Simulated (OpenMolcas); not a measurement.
# Ni4+: moving the ligands

Ni4+ with 6 ligands (fluoride) in octahedral coordination (Oh) at 1.79 Å. A charge of +0.333 e stands 2.8 Å behind each ligand. Ligand basis ANO-RCC-VDZP.
```
Ni    0.0000    0.0000    0.0000
F     1.7900    0.0000    0.0000
F     0.0000    1.7900    0.0000
F    -1.7900    0.0000    0.0000
F     0.0000   -1.7900    0.0000
F     0.0000    0.0000    1.7900
F     0.0000    0.0000   -1.7900
```

```json
{
 "Program": "OpenMolcas",
 "Method": "CASSCF",
 "Basis": "ANO-RCC-VTZP [6s5p3d2f1g]",
 "Scalar Hamiltonian": "DKH2, point nucleus",
 "Active space": "6 electrons in 5 orbitals (3d)",
 "State averaging": "2S+1 = 5 even, 5 roots; 2S+1 = 3 even, 45 roots; 2S+1 = 1 even, 50 roots",
 "Spin-orbit coupling": "RASSI with atomic mean-field integrals over the reference wave functions"
}
```

Runs around this geometry, states (labels of O, the rotations of Oh). Energies in cm-1 above the lowest state or level, χT in cm3 K/mol; under a threefold ground state the first gap can be a small split of the lowest multiplet, not the spin-orbit step; 10Dq and B are least-squares fits to the states below 45000 cm-1, weighted by degeneracy, with a free offset, and given where the rms deviation is under 5 % of |10Dq| (or 100 cm-1) and under 700 cm-1.

```csv
R (Å),Ground state,First state of that spin,10Dq,B (rms of fit),First gap with spin-orbit (degeneracies),χT at 300 K,First state of another spin
1.71,1A1,1T1 16927,21522,1001 (606),"4551 (1, 3)",0.033,5T2 4927
1.79,5T2,5E 18676,,,"318.1 (3, 2)",4.094,1A1 3697
1.84,5T2,5E 17003,,,"330.9 (3, 2)",4.110,1A1 8525
```

The ground state changes within this set.

Without dynamic correlation the repulsion within the d shell is too large (B by tens of per cent), so at a given field states of lower spin stand too high. Ligand-to-metal charge-transfer states are missing. With no ligand orbital active B as a rule stays too high, so bands that hang on it stand too high and its fall with covalency is understated. This shell can be high or low spin here, a state of another spin lies low, and with metal d orbitals alone active their balance is uncertain, so the ground spin may be wrong, although the usual error favours high spin (holds for R = 1.71). The least metal-like active orbital is 69 % on the metal (Löwdin) and no ligand orbital is active, so the numbers are rough, and ground spin, moment and any spin crossover can be artefacts of this space; highly charged d ions in such sites are as a rule low spin (holds for R = 1.71). With metal d orbitals alone and no dynamic correlation the field as a rule comes out too small, by tens of per cent, by up to half for chloride and softer ligands (holds for R = 1.71). An orbital triplet at a regular site is open to Jahn-Teller coupling, which can distort the site and quench the lowest spin-orbit gaps and is left out (holds for R = 1.79; R = 1.84). This shell can be high or low spin here, a state of another spin lies low, and with metal d orbitals alone active their balance is uncertain, so the ground spin may be wrong (holds for R = 1.79; R = 1.84). The least metal-like active orbital is 70 % on the metal (Löwdin) and no ligand orbital is active, so the numbers are rough (holds for R = 1.79). With metal d orbitals alone and no dynamic correlation the field as a rule comes out too small, by tens of per cent, by up to half for chloride and softer ligands, and with too little covalency χT stands high (holds for R = 1.79; R = 1.84). The least metal-like active orbital is 68 % on the metal (Löwdin) and no ligand orbital is active, so the numbers are rough, and ground spin, moment and any spin crossover can be artefacts of this space; highly charged d ions in such sites are as a rule low spin (holds for R = 1.84). No measured value stands beside these numbers; the geometry is a model, was not optimised and need not be the one that this ion takes.
